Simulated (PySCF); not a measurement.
Zn(SMe)(SeH) (CH4SSeZn), SMILES [Zn]([S]C)[SeH]. Atoms are numbered in the order given.

```xyz
8

Zn     0.0096     0.0959    -0.3008
S     -1.0313    -0.1050    -2.2006
C     -2.3141    -1.3312    -1.7538
H     -1.8810    -2.2910    -1.4397
H     -2.9072    -1.5067    -2.6622
H     -2.9911    -0.9596    -0.9721
Se     1.1075     0.2983     1.6981
H      0.2201     1.4059     2.0934
```
Charge 0, spin multiplicity 1.

Geometry: PBE0-D3(BJ)/def2-SVP. The structure was generated by enumeration; whether it is a known compound was not checked. One conformer was computed; it need not be the lowest.

Two levels are set side by side: PBE/pcSseg-1 (PySCF) and PBE0/pcSseg-1 (PySCF). GIAO shifts against H2S (³³S), Me2Se (⁷⁷Se), TMS (¹H), TMS (¹³C) at the same level; non-relativistic, no solvent, atoms listed together averaged. Differences are taken from unrounded values.

```
quantity                PBE0
--------------------  ------
δ(³³S) of S2 (ppm)      42.6
δ(¹³C) of C3 (ppm)      12.5
δ(⁷⁷Se) of Se7 (ppm)  -576.8
δ(¹H) of H8 (ppm)       0.06
```

Q: What does PBE give, and how far is it from PBE0? (An estimate is asked for; the answer gives what the named calculation found.)

A: 
```json
[
 {"quantity": "δ(³³S) of S2 (ppm)", "PBE": "95.0", "PBE minus PBE0": "52.4"},
 {"quantity": "δ(¹³C) of C3 (ppm)", "PBE": "13.8", "PBE minus PBE0": "1.4"},
 {"quantity": "δ(⁷⁷Se) of Se7 (ppm)", "PBE": "-577.9", "PBE minus PBE0": "-1.1"},
 {"quantity": "δ(¹H) of H8 (ppm)", "PBE": "0.07", "PBE minus PBE0": "0.01"}
]
```

Rough cost on one machine, each run with all the roots and properties that it gave: PBE0 against PBE within a factor of 2.
